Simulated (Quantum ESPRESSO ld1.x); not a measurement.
Species: Ge+. Configuration: [Ar] 3d10 4s1 4p2 (not the ground configuration). All-electron calculation, Dirac Kohn-Sham, relativistic LDA (MacDonald-Vosko exchange, VWN5 correlation), spin-unpolarised, spherical densities, point nucleus; open shells are shared between the two j in proportion to 2j + 1. Program: ld1.x of Quantum ESPRESSO 7.5. Some entries of the table are withheld. Estimate them.

| orbital | occ. | eigenvalue (hartree) | <r^2> (bohr^2) |
|---|---|---|---|
| 1s1/2 | 2 | -401.082 | 0.002992 |
| 2s1/2 | 2 | -50.5843 | 0.05230 |
| 2p1/2 | 2 | (1) | 0.04049 |
| 2p3/2 | 4 | (2) | 0.04198 |
| 3s1/2 | 2 | -6.54570 | 0.4525 |
| 3p1/2 | 2 | -4.73817 | 0.4839 |
| 3p3/2 | 4 | -4.58119 | 0.5003 |
| 3d3/2 | 4 | (3) | 0.6819 |
| 3d5/2 | 6 | (4) | 0.6918 |
| 4s1/2 | 1 | -0.77515 | 4.581 |
| 4p1/2 | 0.666667 | (5) | 7.010 |
| 4p3/2 | 1.33333 | (6) | 7.222 |

Answer. 
(1) 2p1/2 eigenvalue (hartree): -45.1277
(2) 2p3/2 eigenvalue (hartree): -43.9645
(3) 3d3/2 eigenvalue (hartree): -1.49622
(4) 3d5/2 eigenvalue (hartree): -1.47460
(5) 4p1/2 eigenvalue (hartree): -0.45637
(6) 4p3/2 eigenvalue (hartree): -0.44655
